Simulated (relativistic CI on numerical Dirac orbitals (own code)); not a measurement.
**Tb2+: what numerical and physical settings do to a radial Dirac CI calculation**

Reference input:

```
atom Tb  Z=65  charge=2  electrons=63
nucleus A=159  rms_radius_fm=5.0600
hamiltonian dirac-coulomb  breit=on  qed=on  c_scale=1
orbitals kli  potential=per-configuration
slater_scale 1
correlation none
mixing on
grid step=0.0125 r_max=67.1
scf mixing=0.4 start=green max_iterations=150 tolerance=2e-08 node_fill=0.05
configurations
  [Xe] 4f9
end
```

Computed lowest total energy -11693.92210 Ha, first excitation 2790.0 cm⁻¹, 14 SCF steps. Runs with settings changed; * marks those that are bad on purpose (the QED terms keep the true α when c is scaled):

| Changed | Outcome | Lowest level | ΔE (Ha) | First excitation (cm⁻¹) | SCF steps | Message |
| --- | --- | --- | --- | --- | --- | --- |
| nuclear radius 4.554 fm | converged | 4f⁹ ⁶H°15/2 | -0.153 | 2790.0 | 14 |  |
| node fill of the KLI weights 0.2 | converged | 4f⁹ ⁶H°15/2 | 0.0113 | 2995.8 | 14 |  |
| Breit term off | converged | 4f⁹ ⁶H°15/2 | -10.9 | 2908.1 | 14 |  |
| SCF tolerance 1e-05, speed of light × 10, node fill of the KLI weights 0.01 | converged | 4f⁹ ⁶H°15/2 | 468 | 27.4 | 10 |  |
| node fill of the KLI weights 50 * | converged | 4f⁹ ⁶H°15/2 | 1.29 | 5416.7 | 15 |  |
| grid step 0.08 * | converged | 4f⁹ ⁶H°15/2 | 0.00386 | 2789.1 | 14 |  |

With so few configurations and no correlation, terms lie too far apart (by 10 to 50 % near neutrality), their order can be wrong, and levels of other configurations are missing.
